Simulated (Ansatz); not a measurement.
CHClFNSi can be A, `FC1=N[SiH]1Cl`, or B, `N#C[SiH](F)Cl`.

Isolated molecules relaxed with PBE0-D4/def2-TZVP in Ansatz; ΔE leaves out vibrations. CBS: MP2 limit from def2 TZ/QZ plus the TZ coupled-cluster correction, frozen cores. Functionals use def2-TZVPP.

Task: Which is lower in electronic energy at CCSD(T)/CBS, and by how much? (Estimate.)

Result: Computed: B, by 313.8 kJ/mol.

Task: Give E(B) − E(A) in kJ/mol with B2PLYP, PBE0-D4, CCSD(T)/def2-SVP, LDA (SPW92), r2SCAN-D4, HF/def2-TZVPP, ωB97M-V. (An estimate is asked.)

Result: Computed: B2PLYP -312.2, PBE0-D4 -269.3, CCSD(T)/def2-SVP -304.9, LDA (SPW92) -230.6, r2SCAN-D4 -280.0, HF/def2-TZVPP -342.8, ωB97M-V -293.3. None reverses the order clearly.

Task: Does the order hold for the free energy at 298.15 K (harmonic terms from PBE0-D4)? (Estimate.)

Result: The calculation gave: Yes: G(B) − G(A) = -317.3 kJ/mol.

Largest T1 diagnostic: 0.014.

Leaving LDA and LC-ωPBE aside and taking each functional with its dispersion term where it has one, the values, not all of them listed here, spread over 53.5 kJ/mol, from B2PLYP to PBE-D4. LDA lies +28.2 kJ/mol from PBE without D4. From r2SCAN to r2SCAN0 (25 % exact exchange), in def2-TZVPP and without D4, E(B) − E(A) moves by −3.8 kJ/mol.
